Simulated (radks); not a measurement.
Values are calculated unless marked as measured or tabulated.
All-electron atom: As22+ in [Ne] 3s1. Code: a radial shooting solver on a logarithmic mesh with Libxc functionals. Model: Dirac Kohn-Sham, PBE, spin-unpolarised, spherical densities, point nucleus. Some entries of the table are withheld. Estimate them.

orbital  occ.  eigenvalue (eV)  <r> (bohr)  <1/r> (bohr^-1)
1s1/2       2        -12696.31     0.04547            33.48
2s1/2       2        -2416.121      0.1990              (1)
2p1/2       2        -2268.158         (2)            7.493
2p3/2       4        -2230.233         (3)            7.279
3s1/2       1        -935.6687         (4)            2.996

Answer. 
(1) 2s1/2 <1/r> (bohr^-1): 7.545
(2) 2p1/2 <r> (bohr): 0.1712
(3) 2p3/2 <r> (bohr): 0.1747
(4) 3s1/2 <r> (bohr): 0.4927
